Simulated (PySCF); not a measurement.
A structure optimised at B3LYP-D3(BJ)/def2-SVP, used in a PySCF frequency run:

```xyz
10

Si    -0.2526    -0.0435     0.5060
C      1.2268    -1.0372     1.0637
N     -1.5335    -1.1102     0.0719
Cl     0.4042     1.1806    -1.0800
H     -0.7742     0.8864     1.5385
H      0.9696    -1.6611     1.9343
H      1.5757    -1.6966     0.2524
H      2.0614    -0.3733     1.3363
H     -1.3395    -1.8934    -0.5467
H     -2.4550    -0.7283    -0.1234
```

### Question
Write its SMILES and formula.

### Answer
C[SiH](N)Cl, CH₆ClNSi

### Question
What are its rotational constants (standard atomic weights)?

### Answer
5.7571, 3.1452, 2.2836 GHz
